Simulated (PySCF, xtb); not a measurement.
Se(Me)(Et) (C3H8Se), SMILES CC[Se]C.

The structure is a stationary point at B3LYP-D3(BJ)/def2-SVP. The values are those of a single conformer.

These are IEF-PCM-B3LYP/def2-SVP (PySCF) values and carry that method's errors.

The values are the electrostatic part of the solvation free energy, E(continuum) − E(gas) at the gas-phase geometry, in a cavity of scaled van der Waals radii (PySCF's table); cavitation and dispersion terms are not included. In vacuum the orbital gap is 6.21 eV. The dipole moment in vacuum is 1.41 D.

```
solvent         ε  ΔG(elec) (kcal/mol)  dipole (D)  gap (eV)
----------  -----  -------------------  ----------  --------
water       78.36                 -2.6        1.98      6.38
chloroform   4.71                  [?]         [?]       [?]
benzene      2.27                 -1.1        1.65      6.28
```

Problem. Fill in the missing entries. (Estimate from the structure and the level; the computed values follow.)

Solution. 
- chloroform, ΔG(elec) (kcal/mol): -1.8
- chloroform, dipole (D): 1.79
- chloroform, gap (eV): 6.33

For comparison, GFN2-xTB/ALPB(water) (xtb, at the GFN2-xTB geometry, all terms of that model) gives -1.5 kcal/mol.
